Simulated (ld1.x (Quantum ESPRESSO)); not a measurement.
**tungsten (W), ultrasoft: configuration errors across variants**

* Element: tungsten (W)
* Generator: ld1.x (Quantum ESPRESSO) 7.5
* Type: ultrasoft
* Functional: PBE
* Relativity: fully relativistic
* Frozen core: [Kr] 4d10 4f14
* Valence charge: 14
* Reference configuration: 5s2 5p6 5d5 6s1 6p0
* Partial waves: 5s (bound): rcut 1.35, rcutus 1.50 bohr; 6s (bound): rcut 1.35, rcutus 1.50 bohr; 5p (bound): rcut 1.65, rcutus 2.05 bohr; 6p (bound, empty): rcut 1.65, rcutus 2.05 bohr; 5d (bound): rcut 1.50, rcutus 2.05 bohr; 5d channel at 1 Ry: rcut 1.50, rcutus 2.05 bohr
* Local potential: all-electron potential smoothed inside 1.45 bohr (lloc = -1)
* Core correction: none
* Augmentation charge: PSQ, radius 1.00 bohr

Open shells are filled in proportion to 2j + 1 (rel_dist='average').

All-electron excitation energies from the reference (eV): (1) 5s2 5p6 5d4 6s2 6p0 -1.533; (2) 5s2 5p6 5d4 6s1 6p0 7.355; (3) 5s2 5p6 5d4 6s0 6p0 23.037; (4) 5s2 5p6 5d4 6s0 6p1 12.755; (5) 5s2 5p6 5d3 6s2 6p0 7.300; (6) 5s2 5p6 5d2 6s0 6p0 85.594; (7) 5s2 5p6 5d4.5 6s1.5 6p0 -0.841.

The overlap operator is not positive definite (basis up to 400 Ry) in “base”, “wave 5d channel at 1 Ry: rcut 1.50, rcutus 2.05 bohr becomes 5d channel at -0.18 Ry: rcut 1.50, rcutus 2.05 bohr”, “wave 5d channel at 1 Ry: rcut 1.50, rcutus 2.05 bohr becomes 5d channel at -0.11 Ry: rcut 1.50, rcutus 2.05 bohr”, “wave 5d channel at 1 Ry: rcut 1.50, rcutus 2.05 bohr becomes 5d channel at 0.32 Ry: rcut 1.50, rcutus 2.05 bohr”, “wave 5d channel at 1 Ry: rcut 1.50, rcutus 2.05 bohr becomes 5d channel at 0.57 Ry: rcut 1.50, rcutus 2.05 bohr”, “wave 5d channel at 1 Ry: rcut 1.50, rcutus 2.05 bohr becomes 5d channel at 2.2 Ry: rcut 1.50, rcutus 2.05 bohr”, “wave 5d channel at 1 Ry: rcut 1.50, rcutus 2.05 bohr becomes 5d channel at 3.42 Ry: rcut 1.50, rcutus 2.05 bohr”, “wave 5d channel at 1 Ry: rcut 1.50, rcutus 2.05 bohr becomes 5d channel at 6.94 Ry: rcut 1.50, rcutus 2.05 bohr”. Such files are unfit for use, however small their errors in these radial tests.

1 further variants failed, have other tests or too few solved ones, and are left out.

A true bound ghost makes a file unfit for plane-wave use even where its test errors are small: the radial tests pick states by their node count and pass the ghost by.

Errors AE − PS in meV (a dash: test not solved or not reliable):

| change | (1) | (2) | (3) | (4) | (5) | (6) | (7) | bound ghosts |
| --- | --- | --- | --- | --- | --- | --- | --- | --- |
| base | -4.5 | +1.0 | +1.4 | +2.5 | -5.5 | -10 | +0.2 | not determined (overlap not positive) |
| wave 5d channel at 1 Ry: rcut 1.50, rcutus 2.05 bohr becomes 5d channel at -0.18 Ry: rcut 1.50, rcutus 2.05 bohr | +0.1 | +2.5 | -6.4 | -2.2 | +3.5 | +18 | +1.9 | not determined (overlap not positive) |
| wave 5d channel at 1 Ry: rcut 1.50, rcutus 2.05 bohr becomes 5d channel at -0.11 Ry: rcut 1.50, rcutus 2.05 bohr | +0.1 | +2.4 | -6.4 | -2.2 | +3.4 | +17 | +1.9 | not determined (overlap not positive) |
| wave 5d channel at 1 Ry: rcut 1.50, rcutus 2.05 bohr becomes 5d channel at 0.32 Ry: rcut 1.50, rcutus 2.05 bohr | -0.2 | +2.5 | -5.3 | -1.6 | +3.0 | +15 | +1.8 | not determined (overlap not positive) |
| wave 5d channel at 1 Ry: rcut 1.50, rcutus 2.05 bohr becomes 5d channel at 0.57 Ry: rcut 1.50, rcutus 2.05 bohr | -0.9 | +2.5 | -3.9 | -0.6 | +2.2 | +13 | +1.6 | not determined (overlap not positive) |
| wave 5d channel at 1 Ry: rcut 1.50, rcutus 2.05 bohr becomes 5d channel at 2.2 Ry: rcut 1.50, rcutus 2.05 bohr | -16 | -14 | -1.5 | -7.2 | -35 | -56 | -5.8 | not determined (overlap not positive) |
| wave 5d channel at 1 Ry: rcut 1.50, rcutus 2.05 bohr becomes 5d channel at 3.42 Ry: rcut 1.50, rcutus 2.05 bohr | -14 | -13 | +0.7 | -5.1 | -29 | -48 | -5.4 | not determined (overlap not positive) |
| wave 5d channel at 1 Ry: rcut 1.50, rcutus 2.05 bohr becomes 5d channel at 6.94 Ry: rcut 1.50, rcutus 2.05 bohr | -11 | -7.9 | +8.2 | +1.7 | -23 | -41 | -4.1 | not determined (overlap not positive) |

Problem. Give the same row for: wave 5d channel at 1 Ry: rcut 1.50, rcutus 2.05 bohr becomes 5d channel at 1.28 Ry: rcut 1.50, rcutus 2.05 bohr.

Solution. -10, -7.0, +6.4, +2.4, -22, -50, -4.2; bound ghosts: d3/2 (p1/2, p3/2 not tested, overlap not positive). Its overlap operator is not positive definite in a basis up to 400 Ry (lowest eigenvalue p1/2 -0.23, p3/2 -0.13), so the file is unfit for use: the generalised eigenproblem breaks down once the basis is large enough, and its test numbers describe a broken file.
